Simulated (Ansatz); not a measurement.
Cost and result for the atomization energy of H2InOS, SMILES `[OH][In][SH]` radical (5 atoms, 4 bonds).

```xyz
5

O    -0.303    0.142   -1.445
In   -0.052    1.089    0.305
S     0.466   -0.461    2.101
H    -0.511    0.714   -2.188
H     0.399   -1.484    1.228
```

The species carries charge 0 and has multiplicity 2. Correlated methods include outer-core shells of In, which these sets cover unevenly. In: def2 effective core potential. The geometry is a stationary point of PBE0-D4/def2-TZVP. It is one conformer, not always the lowest. Program: Ansatz. Hardware: A = 2 threads of a server CPU on a shared host; B = 2 threads of an AMD EPYC 7R13 on a shared host and a share of an NVIDIA H100 80 GB. Times are those of one run each, without the atoms' runs, and a repeat can differ threefold. Electronic energies, without spin–orbit coupling; frozen cores. CCSD(T)/CBS adds CCSD(T) − MP2 in def2-TZVPP to the MP2 limit, and its time is that of the two runs behind it. T1 = 0.020; ⟨S²⟩ of the reference is 0.76. With those shells the extrapolation isn't a true limit. HSE06 is the plane-wave form, built on full-range PBE exchange.

CCSD(T)/CBS is a level of theory with its own doubt, some kJ/mol a heavy atom from the limit and from the frozen cores, so smaller differences don't rank the functionals.

| level | functions | atomization (kcal/mol) | difference from CCSD(T)/CBS | per bond |
| --- | --- | --- | --- | --- |
| B97M-V/def2-TZVPP [A] | 151 | 325.9 | 0.1 | 0.0 |
| BHLYP-D4/def2-TZVPP [A] | 151 | 303.3 | -22.5 | -5.6 |
| PBE-QIDH/def2-TZVPP [A] | 151 | 316.5 | -9.3 | -2.3 |
| PBE-D4/def2-TZVPP (with forces) [A] | 151 | 331.9 | 6.1 | 1.5 |
| CCSD(T)/def2-TZVPP [B] | 151 | 312.3 | -13.5 | -3.4 |
| CCSD(T)/def2-SVP [A] | 68 | 289.4 | -36.4 | -9.1 |
| revPBE-D4/def2-TZVPP [A] | 151 | 320.5 | -5.3 | -1.3 |
| CCSD(T)/CBS(def2) | – | 325.8 | 0.0 | 0.0 |
| HSE06-D4/def2-TZVPP [A] | 151 | 319.9 | -5.9 | -1.5 |
| CCSD(T)/def2-QZVPP [B] | 269 | 321.5 | -4.3 | -1.1 |
| B2PLYP/def2-TZVPP [A] | 151 | 316.2 | -9.6 | -2.4 |
| BLYP-D4/def2-TZVPP [A] | 151 | 323.3 | -2.5 | -0.6 |
| r2SCANh-D4/def2-TZVPP [A] | 151 | 322.7 | -3.1 | -0.8 |

Order the runs by time, with rough figures. (Best estimate.)

Ansatz gave: BLYP-D4/def2-TZVPP [A] 6.5 s; revPBE-D4/def2-TZVPP [A] 8 s; HSE06-D4/def2-TZVPP [A] 8.1 s; PBE-QIDH/def2-TZVPP [A] 8.1 s; BHLYP-D4/def2-TZVPP [A] 9 s; CCSD(T)/def2-SVP [A] 11 s; r2SCANh-D4/def2-TZVPP [A] 14 s; B2PLYP/def2-TZVPP [A] 15 s; PBE-D4/def2-TZVPP (with forces) [A] 18 s; B97M-V/def2-TZVPP [A] 27 s; CCSD(T)/def2-QZVPP [B] 110 s; CCSD(T)/def2-TZVPP [B] 110 s; CCSD(T)/CBS(def2) 3.6 min.

Leaving LDA and LC-ωPBE aside and taking each functional with its dispersion term where it has one, the values spread over 28.6 kcal/mol, from BHLYP-D4 to PBE-D4. LDA lies +53.9 kcal/mol from PBE without D4, its usual overbinding. In def2-TZVPP, CCSD(T) changes the Hartree–Fock value by +106.1 kcal/mol (the triples alone add +8.3 kcal/mol) and MP2 by +113.3 kcal/mol; breaking electron pairs costs correlation energy, which Hartree–Fock lacks. The D4 term adds +3.8 kcal/mol with B3LYP and +2.0 kcal/mol with PBE0; it sums over pairs of atoms, weighted by their polarisabilities, and B3LYP, whose exchange is more repulsive, gets the larger term.

B3LYP here is the variant with VWN-RPA as its local correlation; programs differ in this.

Spin–orbit coupling would lower the free In atoms strongly, and the atomization energy with them, by more than many differences here.
